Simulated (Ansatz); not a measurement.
Species: C3H6O (charge 0, singlet). 
Coordinates optimised at B3LYP-D3(BJ)/def2-TZVP (Ansatz, a program for electronic structure):
```xyz
10

C      1.6892    -0.3896    -0.5271
C      0.7546     0.1540     0.2425
C     -0.6261     0.4924    -0.2244
O     -1.6295    -0.1713     0.5449
H      1.5002    -0.6114    -1.5719
H      2.6760    -0.6245    -0.1493
H      0.9599     0.3622     1.2888
H     -0.7297     0.2642    -1.2921
H     -0.8254     1.5579    -0.0904
H     -1.4513    -1.1180     0.5094
```

Computed values are from Ansatz. Correlated levels leave the core frozen unless marked. UHF or UKS for open shells. No spin-orbit coupling. No relativistic terms. CBS marks a two-point X^-3 extrapolation of the correlation energy; Hartree-Fock from the larger set. The bracket is a focal-point correction in the basis named.

```yaml
atomisation energy De: 4005.6 kJ/mol at RI-MP2/CBS(aug-cc-pVTZ,aug-cc-pVQZ)+[CCSD(T)-MP2]/aug-cc-pVTZ
total_energy: -192.9057 Eh at RI-MP2/CBS(aug-cc-pVTZ,aug-cc-pVQZ)+[CCSD(T)-MP2]/aug-cc-pVTZ
dipole_moment: 1.62 D at CCSD(T)/aug-cc-pVDZ
T1 diagnostic: 0.011 at CCSD/aug-cc-pVTZ
measured enthalpy of formation, 298 K: -124.5 kJ/mol (CRC Handbook, as tabulated in the package chemicals; older table, unchecked)
measured_dipole_moment: 1.60 D (NIST CCCBDB, as tabulated in the package chemicals; older table, unchecked)
```
